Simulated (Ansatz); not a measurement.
`N[SiH2]B(F)F` → B• + 2 F• + 4 H• + N• + Si•  (atomization)

Gas-phase electronic energies from Ansatz, PBE0-D4/def2-TZVP geometries. CCSD(T)/CBS adds triple-zeta CCSD(T) − MP2 to the extrapolated MP2 energy (def2 sets, frozen cores). This one scheme is used for every species, atoms too. DFT in def2-TZVPP. HSE06 is defined as in plane-wave codes. No spin–orbit coupling; open shells (•) take unrestricted orbitals. Spin–orbit coupling would lower the free atoms: a little for B, F, Si. One conformer a species, not always the lowest.

`N[SiH2]B(F)F`:

Cartesian coordinates in Å:
```
N -0.499 0.925 -1.277
Si -0.665 -0.138 0.067
B 1.054 -0.667 1.038
F 1.040 -1.485 2.078
F 2.245 -0.221 0.676
H -0.078 0.585 -2.127
H -0.242 1.886 -1.118
H -1.551 0.512 1.071
H -1.304 -1.395 -0.408
```

Q: What is ΔE at CCSD(T)/CBS? (An estimate is asked.)

A: The calculation gave: +807.2 kcal/mol.

Q: What do these levels give: revPBE-D4, B97M-V, PBE-QIDH, HSE06, SCS-MP2/def2-TZVPP, SCS-MP2/def2-QZVPP? (An estimate is asked.)

A: The calculation gave: revPBE-D4 798.4, B97M-V 809.4, PBE-QIDH 798.8, HSE06 801.4, SCS-MP2/def2-TZVPP 798.2, SCS-MP2/def2-QZVPP 813.5 kcal/mol.

Largest T1 diagnostic among the species: 0.014.

In def2-TZVPP, CCSD(T) changes the Hartree–Fock value by +190.7 kcal/mol (the triples alone add +11.4 kcal/mol) and MP2 by +210.1 kcal/mol; breaking electron pairs costs correlation energy, which Hartree–Fock lacks. The D4 term adds +5.9 kcal/mol with B3LYP and +3.1 kcal/mol with PBE0; it sums over pairs of atoms, weighted by their polarisabilities, and B3LYP, whose exchange is more repulsive, gets the larger term. At CCSD(T), def2-SVP lies −53.1 kcal/mol from the extrapolated value and def2-TZVPP −22.9 kcal/mol: correlation converges slowly with the basis, and small sets miss more of it in the bonded molecule than in its fragments.

B3LYP here is the variant with VWN-RPA as its local correlation; programs differ in this.

For atomizations the MP2-based limit and the directly extrapolated one differ by several kJ/mol either way, and by 10 to 25 for some Ge, Se and Sn compounds, so smaller differences from it don't rank the levels.
